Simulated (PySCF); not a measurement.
**C2H4FNOSi: core ionisation energies**

Methylfluoroisocyanate silane, C₂H₄FNOSi.
Atom-mapped SMILES: `[CH3:1][Si@@H:2]([F:3])[N:4]=[C:5]=[O:6]`

Computed with PySCF, delta-SCF UKS SCAN, pcX-2 on the ionised atom, pcseg-1 elsewhere, spin-free X2C. Binding energies are ΔSCF values: E(core-ionised, relaxed orbitals) − E(ground state) at a fixed geometry, referred to the vacuum level.

Problem. Give the core binding energies atom by atom.

Solution. 
| atom(s) | environment | level | binding energy (eV) | 2p1/2 (eV) | above the level's lowest (eV) | count |
| --- | --- | --- | --- | --- | --- | --- |
| Si2 | fluorine-bound silicon | Si 2p3/2 | 108.57 | 109.20 | 0.00 | 1 |
| C1 | Si-methyl carbon | C 1s | 290.85 | – | 0.00 | 1 |
| C5 | isocyanate carbon | C 1s | 295.17 | – | +4.32 | 1 |
| N4 | isocyanate nitrogen | N 1s | 405.65 | – | 0.00 | 1 |
| O6 | oxygen bonded to C | O 1s | 539.62 | – | 0.00 | 1 |
| F3 | silicon-bound fluorine | F 1s | 692.45 | – | 0.00 | 1 |
| Si2 | fluorine-bound silicon | Si 1s | 1848.71 | – | 0.00 | 1 |

The listed C 1s values span 4.32 eV, from C1 (bonded to 3 H and Si) to C5 (bonded to O (double bond) and N (double bond)).

Problem. Which effective nuclear charge Zeff reproduces each element's mean 1s value in the hydrogen-like formula E = 13.606 eV × Zeff²?

Solution. C (Z = 6): mean 293.0 eV, Zeff = 4.64, Z − Zeff = 1.36; N (Z = 7): mean 405.7 eV, Zeff = 5.46, Z − Zeff = 1.54; O (Z = 8): mean 539.6 eV, Zeff = 6.30, Z − Zeff = 1.70; F (Z = 9): mean 692.4 eV, Zeff = 7.13, Z − Zeff = 1.87; Si (Z = 14): mean 1848.7 eV, Zeff = 11.66, Z − Zeff = 2.34. Means run over the listed sites, weighted by atom count.

Problem. Which photon energy gives electrons from N 1s of N4 a kinetic energy of 50 eV, and what is their de Broglie wavelength?

Solution. hν = 405.65 + 50 = 455.65 eV, recoil neglected; λ = 12.264 Å/√(E/eV) = 1.73 Å.

2p3/2 and 2p1/2 are the ΔSCF energy of one spin-free 2p hole plus the eigenvalues of a spin–orbit and ligand-field matrix of the shell. 2p1/2 minus 2p3/2 (ligand field included): Si 0.63 eV. Isolated species at its GFN2-xTB geometry (one conformer only).

Conformer computed: `[CH3:1][Si@@H:2]([F:3])[N:4]=[C:5]=[O:6]`: C1–Si2–N4–C5 62°.
